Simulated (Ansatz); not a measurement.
Species: SiF₂ (charge 0, triplet). This is an excited triplet: at this geometry the singlet lies 3.07 eV lower at RI-MP2/CBS(aug-cc-pV(T+d)Z,aug-cc-pV(Q+d)Z)+[CCSD(T)-MP2]/aug-cc-pV(T+d)Z. 
Geometry from a B3LYP-D3(BJ)/def2-TZVP (Ansatz, an electronic-structure program) optimisation:
```
Si
F 1 1.6058
F 1 1.6058 2 113.90
```
Charge 0, spin multiplicity 3.

Basis-set convergence of Hartree-Fock and CCSD correlation energies (hartree) with Ansatz. Correlated levels leave the core frozen unless marked. UHF or UKS for open shells. Spin-orbit coupling is left out. No relativistic terms.

```csv
basis,functions,E(HF),"E(corr, CCSD)"
aug-cc-pV(D+d)Z,78,-487.85347,-0.47420
aug-cc-pV(T+d)Z,147,(withheld),(withheld)
```

Task: Complete the blanks.

Result: 
- aug-cc-pV(T+d)Z, E(HF): -487.92659
- aug-cc-pV(T+d)Z, E(corr, CCSD): -0.58997
